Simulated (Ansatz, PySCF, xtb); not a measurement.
Complex: HCl (SMILES Cl) (first 2 atoms) with CH4 (SMILES C); geometry from B3LYP-D3(BJ)/def2-TZVP, rigid monomers moved along the line of their centres of mass till H2···C3 is 3.52 Å.
(charge 0, multiplicity 1):
```xyz
7

Cl    -0.413    -0.347    -0.482
H     -0.291    -0.243     0.791
C      0.054     0.056     4.286
H     -0.876     0.532     3.976
H      0.155     0.147     5.366
H      0.039    -1.001     4.019
H      0.901     0.548     3.808
```

```
level                                          interaction energy (kcal/mol)  minus CCSD(T)/CBS(aug-cc-pV(D+d)Z, aug-cc-pV(T+d)Z)
---------------------------------------------  -----------------------------  ---------------------------------------------------
GFN-FF                                                                 -0.25                                                 0.22
GFN1-xTB                                                               -0.28                                                 0.19
HF/STO-3G (no counterpoise)                                            -0.13                                                 0.34
HF/6-31G* (no counterpoise)                                            -0.20                                                 0.27
PBE/def2-TZVPPD                                                        -0.36                                                 0.11
B3LYP/6-311+G** (no counterpoise)                                      -0.24                                                 0.23
B3LYP-D3(BJ)/def2-TZVPPD                                               -0.46                                                 0.00
PBE0/def2-TZVPPD                                                       -0.32                                                 0.15
PBE0-D3(BJ)/def2-TZVPPD                                                -0.57                                                -0.11
MP2/6-31G* (no counterpoise)                                           -0.38                                                 0.09
MP2/aug-cc-pV(D+d)Z                                                    -0.44                                                 0.03
MP2/aug-cc-pV(T+d)Z                                                    -0.48                                                -0.01
CCSD(T)/aug-cc-pV(T+d)Z                                                -0.45                                                 0.01
CCSD(T)/CBS(aug-cc-pV(D+d)Z, aug-cc-pV(T+d)Z)                          -0.47                                                 0.00
```

 The comparison column counts from a level with limits of its own.

The rows run from -0.57 (PBE0-D3(BJ)/def2-TZVPPD) to -0.13 kcal/mol (HF/STO-3G (no counterpoise)). From aug-cc-pV(D+d)Z to aug-cc-pV(T+d)Z MP2 changes by -0.03. The dispersion term adds -0.26 in PBE0-D3(BJ).

Monomers are frozen at their geometry in the pair; levels with a basis set take the counterpoise correction. Rows marked so take none.

Correlated levels freeze the cores. CBS: X⁻³ extrapolation of the correlation energy, Hartree–Fock from the larger set. Rows in 6-311+G**, 6-31G*, STO-3G carry no dispersion term and start afresh at each structure (6-31G* with six Cartesian d functions). MP2/6-31G* freezes PySCF's default core.

The values were computed with Ansatz (Gaussian basis) for Hartree–Fock, density functionals and correlated methods; PySCF for 6-311+G** rows, 6-31G* rows, STO-3G rows, the dispersion terms; xtb for the GFN methods.

Ansatz is an electronic-structure program.
